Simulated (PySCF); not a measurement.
C2H4F2Si, SMILES C=C(F)[SiH2]F.

The structure is a stationary point at B3LYP-D3(BJ)/def2-SVP. This is a generated structure with no PubChem entry under its InChIKey; it may be hypothetical. The values are those of a single conformer.

The numbers are results of B3LYP-D3(BJ)/def2-SVP run with PySCF 2.14.0, not measurements.

Frequencies are harmonic and unscaled.

```json
[
 {"mode": "1", "ν (cm⁻¹)": "78", "IR (km/mol)": "4.1", "moving atoms (share of kinetic energy)": "F 51 %, Si 20 %, H 18 %, C 12 %"},
 {"mode": "2", "ν (cm⁻¹)": "146", "IR (km/mol)": "5.3", "moving atoms (share of kinetic energy)": "F 49 %, C 33 %, H 13 %"},
 {"mode": "3", "ν (cm⁻¹)": "313", "IR (km/mol)": "0.9", "moving atoms (share of kinetic energy)": "F 69 %, C 16 %, Si 12 %"},
 {"mode": "4", "ν (cm⁻¹)": "329", "IR (km/mol)": "0.4", "moving atoms (share of kinetic energy)": "C 51 %, H 45 %"},
 {"mode": "5", "ν (cm⁻¹)": "396", "IR (km/mol)": "22.5", "moving atoms (share of kinetic energy)": "Si 33 %, H 26 %, F 23 %, C 19 %"},
 {"mode": "6", "ν (cm⁻¹)": "655", "IR (km/mol)": "8.0", "moving atoms (share of kinetic energy)": "C 43 %, H 23 %, Si 21 %, F 13 %"},
 {"mode": "7", "ν (cm⁻¹)": "683", "IR (km/mol)": "93.9", "moving atoms (share of kinetic energy)": "H 59 %, C 21 %, Si 17 %"},
 {"mode": "8", "ν (cm⁻¹)": "715", "IR (km/mol)": "5.4", "moving atoms (share of kinetic energy)": "H 88 %"},
 {"mode": "9", "ν (cm⁻¹)": "769", "IR (km/mol)": "0.7", "moving atoms (share of kinetic energy)": "H 90 %"},
 {"mode": "10", "ν (cm⁻¹)": "858", "IR (km/mol)": "26.3", "moving atoms (share of kinetic energy)": "F 47 %, H 36 %, Si 16 %"},
 {"mode": "11", "ν (cm⁻¹)": "912", "IR (km/mol)": "42.1", "moving atoms (share of kinetic energy)": "H 72 %, C 28 %"},
 {"mode": "12", "ν (cm⁻¹)": "928", "IR (km/mol)": "286.9", "moving atoms (share of kinetic energy)": "H 63 %, Si 24 %, F 12 %"},
 {"mode": "13", "ν (cm⁻¹)": "942", "IR (km/mol)": "31.8", "moving atoms (share of kinetic energy)": "H 44 %, F 28 %, C 27 %"},
 {"mode": "14", "ν (cm⁻¹)": "979", "IR (km/mol)": "146.2", "moving atoms (share of kinetic energy)": "H 85 %, Si 11 %"},
 {"mode": "15", "ν (cm⁻¹)": "1233", "IR (km/mol)": "74.5", "moving atoms (share of kinetic energy)": "C 70 %, H 15 %, F 14 %"},
 {"mode": "16", "ν (cm⁻¹)": "1371", "IR (km/mol)": "6.9", "moving atoms (share of kinetic energy)": "H 86 %, C 13 %"},
 {"mode": "17", "ν (cm⁻¹)": "1702", "IR (km/mol)": "32.7", "moving atoms (share of kinetic energy)": "C 91 %, H 9 %"},
 {"mode": "18", "ν (cm⁻¹)": "2260", "IR (km/mol)": "92.0", "moving atoms (share of kinetic energy)": "H 98 %"},
 {"mode": "19", "ν (cm⁻¹)": "2263", "IR (km/mol)": "130.0", "moving atoms (share of kinetic energy)": "H 96 %"},
 {"mode": "20", "ν (cm⁻¹)": "3153", "IR (km/mol)": "1.2", "moving atoms (share of kinetic energy)": "H 94 %"},
 {"mode": "21", "ν (cm⁻¹)": "3261", "IR (km/mol)": "0.1", "moving atoms (share of kinetic energy)": "H 89 %, C 11 %"}
]
```
